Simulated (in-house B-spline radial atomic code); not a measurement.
Whole-atom quantities along the 8-electron series, configuration 1s2 2s2 2p1/2(2) 2p3/2(2). Breit and QED terms are first order and not part of the total energy; the density at the nucleus is averaged over the nuclear charge. Computed with a radial B-spline atomic code at the basis-set limit: Dirac-Hartree-Fock, jj configuration that fills j = l - 1/2 first, finite nuclei.

```json
{"ion": "Pr51+", "Z": "59", "E/Z² (Eh)": "-1.7357", "Σ<r²> (bohr²)": "0.060921", "n(0)/Z³ (bohr⁻³)": "1.8804", "Lamb diamagnetic shielding (ppm)": "3922.23", "repulsion over attraction": "0.026148", "Breit energy (eV)": "144.26", "self-energy (eV)": "157.62", "vacuum polarisation (eV)": "-23.412"}
{"ion": "Nd52+", "Z": "60", "E/Z² (Eh)": "-1.7403", "Σ<r²> (bohr²)": "0.058567", "n(0)/Z³ (bohr⁻³)": "1.9409", "Lamb diamagnetic shielding (ppm)": "4005.31", "repulsion over attraction": "0.025691", "Breit energy (eV)": "152.27", "self-energy (eV)": "167.35", "vacuum polarisation (eV)": "-25.229"}
{"ion": "Pm53+", "Z": "61", "E/Z² (Eh)": "?", "Σ<r²> (bohr²)": "?", "n(0)/Z³ (bohr⁻³)": "?", "Lamb diamagnetic shielding (ppm)": "?", "repulsion over attraction": "?", "Breit energy (eV)": "?", "self-energy (eV)": "?", "vacuum polarisation (eV)": "?"}
{"ion": "Sm54+", "Z": "62", "E/Z² (Eh)": "-1.7497", "Σ<r²> (bohr²)": "0.054214", "n(0)/Z³ (bohr⁻³)": "2.0578", "Lamb diamagnetic shielding (ppm)": "4174.26", "repulsion over attraction": "0.024819", "Breit energy (eV)": "169.24", "self-energy (eV)": "188.19", "vacuum polarisation (eV)": "-29.214"}
{"ion": "Eu55+", "Z": "63", "E/Z² (Eh)": "-1.7544", "Σ<r²> (bohr²)": "0.0522", "n(0)/Z³ (bohr⁻³)": "2.1255", "Lamb diamagnetic shielding (ppm)": "4260.24", "repulsion over attraction": "0.024402", "Breit energy (eV)": "178.22", "self-energy (eV)": "199.34", "vacuum polarisation (eV)": "-31.403"}
{"ion": "Gd56+", "Z": "64", "E/Z² (Eh)": "-1.7592", "Σ<r²> (bohr²)": "0.050285", "n(0)/Z³ (bohr⁻³)": "2.1946", "Lamb diamagnetic shielding (ppm)": "4347.25", "repulsion over attraction": "0.023996", "Breit energy (eV)": "187.53", "self-energy (eV)": "210.99", "vacuum polarisation (eV)": "-33.73"}
{"ion": "Tb57+", "Z": "65", "E/Z² (Eh)": "?", "Σ<r²> (bohr²)": "?", "n(0)/Z³ (bohr⁻³)": "?", "Lamb diamagnetic shielding (ppm)": "?", "repulsion over attraction": "?", "Breit energy (eV)": "?", "self-energy (eV)": "?", "vacuum polarisation (eV)": "?"}
{"ion": "Dy58+", "Z": "66", "E/Z² (Eh)": "-1.769", "Σ<r²> (bohr²)": "0.046724", "n(0)/Z³ (bohr⁻³)": "2.3455", "Lamb diamagnetic shielding (ppm)": "4524.55", "repulsion over attraction": "0.02322", "Breit energy (eV)": "207.21", "self-energy (eV)": "235.91", "vacuum polarisation (eV)": "-38.834"}
{"ion": "Ho59+", "Z": "67", "E/Z² (Eh)": "?", "Σ<r²> (bohr²)": "?", "n(0)/Z³ (bohr⁻³)": "?", "Lamb diamagnetic shielding (ppm)": "?", "repulsion over attraction": "?", "Breit energy (eV)": "?", "self-energy (eV)": "?", "vacuum polarisation (eV)": "?"}
{"ion": "Er60+", "Z": "68", "E/Z² (Eh)": "-1.7789", "Σ<r²> (bohr²)": "0.043489", "n(0)/Z³ (bohr⁻³)": "2.5157", "Lamb diamagnetic shielding (ppm)": "4706.5", "repulsion over attraction": "0.022485", "Breit energy (eV)": "228.36", "self-energy (eV)": "263.11", "vacuum polarisation (eV)": "-44.601"}
{"ion": "Tm61+", "Z": "69", "E/Z² (Eh)": "-1.7839", "Σ<r²> (bohr²)": "0.041981", "n(0)/Z³ (bohr⁻³)": "2.6134", "Lamb diamagnetic shielding (ppm)": "4799.36", "repulsion over attraction": "0.022132", "Breit energy (eV)": "239.5", "self-energy (eV)": "277.62", "vacuum polarisation (eV)": "-47.762"}
{"ion": "Yb62+", "Z": "70", "E/Z² (Eh)": "-1.789", "Σ<r²> (bohr²)": "0.04054", "n(0)/Z³ (bohr⁻³)": "2.6988", "Lamb diamagnetic shielding (ppm)": "4893.44", "repulsion over attraction": "0.021788", "Breit energy (eV)": "251.04", "self-energy (eV)": "292.77", "vacuum polarisation (eV)": "-51.103"}
```

(1) Fill in the row of Pm53+.

(2) Fill in the row of Tb57+.

(3) Fill in the row of Ho59+.

(4) With what power of Z does the column «self-energy (eV)» change over this range?

## Answers

(1) E/Z² (Eh): -1.745; Σ<r²> (bohr²): 0.056334; n(0)/Z³ (bohr⁻³): 2.0015; Lamb diamagnetic shielding (ppm): 4089.32; repulsion over attraction: 0.025248; Breit energy (eV): 160.6; self-energy (eV): 177.53; vacuum polarisation (eV): -27.161.

(2) E/Z² (Eh): -1.7641; Σ<r²> (bohr²): 0.048461; n(0)/Z³ (bohr⁻³): 2.2834; Lamb diamagnetic shielding (ppm): 4435.4; repulsion over attraction: 0.023602; Breit energy (eV): 197.2; self-energy (eV): 223.18; vacuum polarisation (eV): -36.214.

(3) E/Z² (Eh): -1.7739; Σ<r²> (bohr²): 0.045069; n(0)/Z³ (bohr⁻³): 2.4331; Lamb diamagnetic shielding (ppm): 4614.94; repulsion over attraction: 0.022847; Breit energy (eV): 217.6; self-energy (eV): 249.22; vacuum polarisation (eV): -41.634.

(4) A fit of the logarithm of its size against log Z from Z = 59 to 70 has slope 3.62. One-loop self-energy scales as Z⁴F(Zα), with F falling from low Z to about Z = 90.
